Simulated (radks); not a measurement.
Values are calculated unless marked as measured or tabulated.
Nb7+, 34 electrons, occupied as [Ar] 3d10 4s2 4p4. Level of theory: scalar-relativistic Kohn-Sham, SCAN, spin-polarised, spherical densities, finite nucleus; open shells are filled with parallel spins first (spin-orbit coupling, left out, can overturn this in heavy ions); meta-GGA in the generalised Kohn-Sham scheme; Fermi nuclear charge, rms radius 4.324 fm (a radial shooting solver on a logarithmic mesh with Libxc functionals).

X-ray form factor f0, the Fourier transform of the density (f0(0) = 34):

sin(theta)/lambda (1/angstrom),f0 (electrons)
0.05,33.761
0.1,33.067
0.15,31.988
0.2,30.622
0.25,29.078
0.3,27.462
0.4,24.323
0.5,21.575
0.6,19.256
0.8,15.471
1,12.370
1.25,9.421
1.5,7.518
2,5.677
